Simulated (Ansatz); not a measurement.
Ideal-gas functions of `[SiH3]C(Cl)I` at 800 K and 1 bar, from an Ansatz frequency run at PBE0-D4/def2-TZVP.

Molar mass 206.49 g/mol, point group C1 (symmetry number 1), electronic degeneracy 1, moments of inertia 163.796, 398.442, 543.148 u Å². Harmonic wavenumbers (cm⁻¹, unscaled): 131, 173, 183, 231, 451, 589, 668, 732, 805, 912, 933, 941, 1076, 1188, 2232, 2246, 2267, 3149.

Use S(trans) = R[1.5 ln M + 2.5 ln T − 1.1517]; rotational temperatures θ = 24.2544 K / I; S(rot) = R[ln(√π/σ · √(T³/θAθBθC)) + 1.5]; for each mode x = 1.438777 ν̃/T, S = R[x/(eˣ − 1) − ln(1 − e⁻ˣ)] and H = RT x/(eˣ − 1); 1 cm⁻¹ = 0.0119627 kJ/mol; R = 8.31446 J/(mol·K).

Problem. By hand: the entropy, in J/(mol·K).

Solution. Translation 195.8. Rotation: θ = 0.1481, 0.0609, 0.0447 K, giving 133.1. Vibration, mode by mode: 20.35, 18.06, 17.59, 15.68, 10.28, 8.21, 7.27, 6.60, 5.93, 5.07, 4.92, 4.87, 4.01, 3.42, 0.77, 0.75, 0.73, 0.19, in all 134.7. Electronic 0.0. Sum 463.6 J/(mol·K).

Problem. By hand: H − E and G − E in kJ/mol, counted from the electronic energy.

Solution. Zero-point energy ½ × 18907 × 0.0119627 = 113.1; thermal vibration 53.6; translation, rotation and pV give 4 RT = 26.6. H − E = 193.3 kJ/mol, and G − E = 193.3 − 800 × 463.6/1000 = -177.6 kJ/mol.

Vibration gives 29 % of the entropy, 20.4 J/(mol·K) of it from the mode under 150 cm⁻¹: soft modes count most, and the harmonic formula is weakest for them. The sum counts one conformer and one mirror image; others add a mixing term.
